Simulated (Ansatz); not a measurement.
Species: H4FSi, SMILES `[FH+][SiH3]` with one electron removed (charge 2, multiplicity 2).

Q: Give a relaxed geometry from CAM-B3LYP-D3(BJ)/def2-TZVP (Ansatz, a first-principles code).

A: the end point of this relaxation (outside a Z-matrix the atoms follow the SMILES, hydrogens last).
Z-matrix (Å, degrees):
```
Si
F 1 1.7499
H 2 0.9785 1 140.65
H 1 1.4683 2 109.20 3 0.00
H 1 1.6026 4 133.19 2 126.80
H 1 1.6027 4 133.18 2 -126.79
```
